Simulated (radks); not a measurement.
Results of a calculation; reference values are marked as such.
C3+, configuration [He] 2s1. Level of theory: scalar-relativistic Kohn-Sham, OLYP, spin-unpolarised, spherical densities, finite nucleus; Fermi nuclear charge, rms radius 2.4702 fm; without spin polarisation the odd electron is poorly described (a radial shooting solver on a logarithmic mesh with Libxc functionals).

Unscreened Slater integrals over Kohn-Sham orbitals (eV).

| integral | value |
|---|---|
| F0(2s,2s) | 19.082 |
| F0(2s,1s) | 26.679 |
| G0(2s,1s) | 2.2731 |
| F0(1s,1s) | 95.553 |
